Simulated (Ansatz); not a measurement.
Frontier orbitals of `N=C[SiH](N)F`.

| atom | x (Å) | y (Å) | z (Å) |
| --- | --- | --- | --- |
| N1 | -0.4044 | 0.1604 | 2.2713 |
| C2 | -0.4428 | -0.5004 | 1.1870 |
| Si3 | -0.3462 | 0.2556 | -0.5332 |
| N4 | 0.9550 | -0.4269 | -1.3744 |
| F5 | -0.2174 | 1.8306 | -0.2426 |
| H6 | -0.3264 | 1.1631 | 2.0812 |
| H7 | -0.5278 | -1.5898 | 1.2882 |
| H8 | -1.5629 | 0.0815 | -1.3571 |
| H9 | 1.8497 | -0.5893 | -0.9426 |
| H10 | 1.0231 | -0.3847 | -2.3776 |

Total charge 0; spin multiplicity 1. All single points use the PBE0-D4/def2-TZVP geometry. It is one conformer, not always the lowest. Basis def2-TZVPP, Ansatz 0.2.0.

```
             functional  HOMO (eV)  LUMO (eV)  gap (eV)
            LDA (SPW92)      -5.90      -2.47      3.43
                    PBE      -5.82      -2.22      3.60
                   BLYP      -5.73      -2.07      3.66
                   PBE0      -7.29      -1.15      6.14
                r2SCANh      -6.65      -1.63      5.02
HSE06 (plane-wave form)      -6.88      -1.54      5.34
              CAM-B3LYP      -8.72       0.03      8.75
                ωB97M-V      -9.62       1.00     10.62
```

A quarter of exact exchange (PBE0) shifts PBE's HOMO by −1.47 eV and its LUMO by +1.07 eV; full exchange at long range (ωB97M-V) shifts them by −3.80 and +3.21 eV. The gap opens from 3.60 to 10.61 eV, since occupied levels lose self-interaction and empty ones feel all the electrons. A positive LUMO is unbound and depends on the basis.
